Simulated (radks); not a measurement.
Fractional charge and spin in the 5p shell of platinum: the spin-up occupation runs from 2 to 3 and the spin-down occupation from 2 to 3; the fullest corner is Pt2+, [Kr] 4d10 4f14 5s2 5d(up 4, down 4) 5p(up 3, down 3). Calculated with a radial shooting solver on a logarithmic mesh with Libxc functionals: scalar-relativistic Kohn-Sham, LDA (Slater exchange, Perdew-Wang correlation), spin-polarised, spherical densities, finite nucleus; Fermi nuclear charge, rms radius of each element as measured or else 0.836 A^(1/3) + 0.57 fm. Energy (eV) above the fullest corner. The planes named below are the two flat planes that join the four corners, with an edge along up + down = one added electron.

\begin{tabular}{lrrrrr}
down \ up & 2 & 2.25 & 2.5 & 2.75 & 3 \\ \hline
2 & 186.110 & 159.189 & 133.315 & 108.475 & 84.651 \\
2.25 & 159.189 & 133.369 & 108.582 & 84.811 & 62.039 \\
2.5 & 133.315 & 108.582 & 84.864 & 62.145 & 40.407 \\
2.75 & 108.475 & 84.811 & 62.145 & 40.459 & 19.734 \\
3 & 84.651 & 62.039 & 40.407 & 19.734 & 0.000 \\
\end{tabular}

Corners above the fullest one (they belong to Pt3+ and the next ion): (up 3, down 2) 84.651 eV, (up 2, down 3) 84.651 eV, (up 2, down 2) 186.11 eV. With half an added electron in each spin the energy lies 0.213 eV from the planes, and with half an added electron in spin up alone -2.066 eV. The planes are only a guide here: the flat-plane condition holds for ground states with one frontier orbital, while this shell lies below other occupied shells, so the corners above the fullest one are inner-hole states and not the ground states of those ions.
